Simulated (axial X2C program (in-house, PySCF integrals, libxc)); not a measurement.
## What spin–orbit coupling does to YCl

Computed with an in-house relativistic program for diatomic molecules. Spin-free means the one-electron spin-free X2C Hamiltonian; two-component (2c) means X2C with spin–orbit coupling and atomic mean-field two-electron Coulomb and Gaunt terms, so the difference of the two also holds small scalar two-electron terms. Basis: Y dyall-cv3z [11s12p9d6f3g], Cl dyall-av3z [9s8p3d2f] (cores contracted in-house); Gaussian nuclei, density fitting, unrestricted open shells. Masses: Y 88.906 u, Cl 34.969 u.

Spin-free state: M_S = 0, Λ = 0 (closed shell); fragments Y + Cl.

```json
{"level": "PBE0", "Re (Å)": "2.378", "ωe (cm⁻¹)": "381.5", "De (eV)": "5.233", "μ (D)": "-2.47"}
{"level": "HF", "Re (Å)": "2.449", "ωe (cm⁻¹)": "359.4", "De (eV)": "4.218", "μ (D)": "-2.70"}
{"level": "MP2", "Re (Å)": "2.432", "ωe (cm⁻¹)": "363.8", "De (eV)": "5.508", "μ (D)": "n/a"}
{"level": "CCSD", "Re (Å)": "2.441", "ωe (cm⁻¹)": "363.2", "De (eV)": "5.284", "μ (D)": "n/a"}
{"level": "CCSD(T)", "Re (Å)": "2.440", "ωe (cm⁻¹)": "363.5", "De (eV)": "5.368", "μ (D)": "n/a"}
{"level": "BLYP", "Re (Å)": "2.407", "ωe (cm⁻¹)": "362.7", "De (eV)": "5.108", "μ (D)": "-2.53"}
```

Correlated methods: 10 electrons correlated (number of frozen shells: Y 4 s, 3 p, 1 d; Cl 2 s, 1 p), 308 virtual spin orbitals or spinors in MP2, 88 natural virtuals in coupled cluster.

Dipoles are positive if Cl is the positive end.

Two-component determinant lowest at the distance of the search:

Ω = 0 (closed shell); fragments Y + Cl.

```
  level  Re (Å)  ωe (cm⁻¹)  μ (D)
   PBE0   2.377      381.6  -2.47
     HF   2.449      359.5  -2.70
    MP2   2.432      363.9    n/a
   CCSD   2.442      361.9    n/a
CCSD(T)   2.440      361.8    n/a
   BLYP   2.407      362.8  -2.53
```

Task: From the two tables, how do the constants change at the CCSD(T) level (2c against spin-free)?

Result: At the CCSD(T) level Re is unchanged within 0.001 Å and ωe goes down by 1.7 cm⁻¹.

One determinant describes the state; a PBE0 search over occupations chose it and may have missed a lower one. Closed shells are restricted here (equal orbitals for both partners); the stretched side of such a curve lies too high. De is counted from the lowest determinant-based energies of the atoms at the same level, without counterpoise correction. De is not given where an atomic determinant may have missed its ground term or J level, or where the truncated virtual space spoils (T). Coupled cluster ran in a truncated set of natural virtual spinors; the MP2 energy of the rest was added. (T) has no such correction and the atoms are truncated less, which lowers De at CCSD(T) by a hundredth of an eV or more. Without a current term, density functionals place determinants with orbital angular momentum somewhat too high. The outer-core s and p shells of the metal are frozen in the correlated rows, which leaves out core–valence correlation; for alkali and alkaline-earth bonds that tends to lengthen them. With the outer-core shells frozen, correlated bond lengths of heavy atoms tend to come out a few hundredths of an ångström too long.
